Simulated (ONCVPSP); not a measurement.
## Which change was made? (Cl, ONCV)

ONCVPSP 4.0.1 input, shortened (lines: element, Z, core and valence counts, functional; n l f; lmax; l rc ep ncon nbas qcut; lloc lpopt rc5 dvloc0; l nproj debl; icmod fcfact rcfact), revPBE, scalar-relativistic:

```
  Cl 17.00    3    2  -102130      upf
    1    0    2.00
    2    0    2.00
    2    1    6.00
    3    0    2.00
    3    1    5.00
    2
    0    1.05    0.00    4    8    7.90
    1    1.45    0.00    3    8    5.20
    2    1.60    0.03    4    7    5.00
    4    5    0.70    0.00
    0    2    1.00
    1    2    2.50
    2    2    2.80
    1    0.75    0.00
```

Cutoffs, loose and tight: the cutoffs (Ha) at which the residual kinetic energy of the hardest occupied pseudo-wave falls to 1 and 0.1 mHa per electron. They do not see the model core or the augmentation charge, which bear on the density cutoff. Test errors are all-electron minus pseudo excitation energies from the reference, over the configurations 3s2 3p4; 3s2 3p3; 3s2 3p2; 3s1 3p6; variants that change the core or the reference have their own tests.

The base gives: outcome: generated; cutoff, loose: 31 Ha; cutoff, tight: 147 Ha; bound ghosts: s; GHOST(+) flags above zero: d; largest test error (meV): +35.

**Question.** After one change the result is: outcome: generated; cutoff, loose: 79 Ha; cutoff, tight: 156 Ha; bound ghosts: s; GHOST(+) flags above zero: s, d; largest test error (meV): +34. Which change was it?
A. s: qcut 9.7; p: qcut 6.4; d: qcut 6.2
B. s: qcut 6; p: qcut 4; d: qcut 3.8
C. s: qcut 5.1; p: qcut 3.4; d: qcut 3.2

**Answer.** B. The others give: s: qcut 5.1; p: qcut 3.4; d: qcut 3.2 → outcome: generated; cutoff, loose: 49 Ha; cutoff, tight: 152 Ha; bound ghosts: s; GHOST(+) flags above zero: d; largest test error (meV): +39 | s: qcut 9.7; p: qcut 6.4; d: qcut 6.2 → outcome: failed: ERROR pspot: first pseudo wave function has node, program will stop.
